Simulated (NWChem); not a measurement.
C2H7FOSi; SMILES C([SiH2]F)CO

```xyz
12

O      0.7766    -2.0038     0.1016
C     -0.5560    -1.7161    -0.2624
C     -0.9758    -0.3321     0.2131
Si     0.4181     0.8952    -0.0886
F     -0.2220     2.3964    -0.0122
H      0.8156    -2.0962     1.0601
H     -0.5780    -1.7541    -1.3631
H     -1.2523    -2.4994     0.0940
H     -1.8841     0.0148    -0.3082
H     -1.2202    -0.3350     1.2905
H      0.9914     0.7253    -1.4524
H      1.4768     0.8410     0.9569
```
Atoms are numbered in this order, from 1.

STO-3G and 3-21G are far too small for this property and stand as cheap habits. Structure relaxed at the PBE0/def2-SVP level. Not confirmed as a minimum by frequencies.

Give the principal values of the shielding tensors (ppm) of O1, C2, C3, Si4, F5 from Hartree-Fock/STO-3G, GIAO (NWChem), with their diamagnetic and paramagnetic parts as GIAO splits them.


| atom | σ11 | σ22 | σ33 | isotropic | diamagnetic | paramagnetic |
|---|---|---|---|---|---|---|
| O1 | 331.9 | 360.3 | 402.8 | 365.0 | 378.0 | -13.0 |
| C2 | 170.4 | 186.2 | 222.5 | 193.0 | 248.1 | -55.0 |
| C3 | 222.2 | 228.3 | 254.4 | 235.0 | 246.9 | -11.9 |
| Si4 | 544.8 | 583.1 | 644.7 | 590.9 | 866.6 | -275.8 |
| F5 | 431.6 | 675.3 | 689.4 | 598.8 | 456.9 | 141.9 |
